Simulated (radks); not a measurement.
Coulomb parameter of the 5d shell of the gold ion Au+ in the model configuration [Xe] 4f14 5d9 6s1, as a second difference U = [E(n + 1) + E(n - 1) - 2 E(n)] / (1)^2 with all orbitals relaxed. "Bare": the charge of the atom changes with n. "Screened": the 6s shell takes up the change at fixed total charge, which measures U(5d,5d) + U(6s,6s) - 2 U(5d,6s). Calculated with a radial shooting solver on a logarithmic mesh with Libxc functionals: scalar-relativistic Kohn-Sham, PBE, spin-unpolarised, spherical densities, finite nucleus; Fermi nuclear charge, rms radius 5.4371 fm.

case              configuration  E - E(n) (eV)
start         [Xe] 4f14 5d9 6s1          0.000
bare +1      [Xe] 4f14 5d10 6s1        -12.126
bare -1       [Xe] 4f14 5d8 6s1         23.733
screened +1      [Xe] 4f14 5d10         -2.725
screened -1   [Xe] 4f14 5d8 6s2          3.987

U(bare) = 11.606 eV, U(screened by 6s) = 1.262 eV, against the Slater integral F0(5d,5d) = 16.153 eV with frozen orbitals.
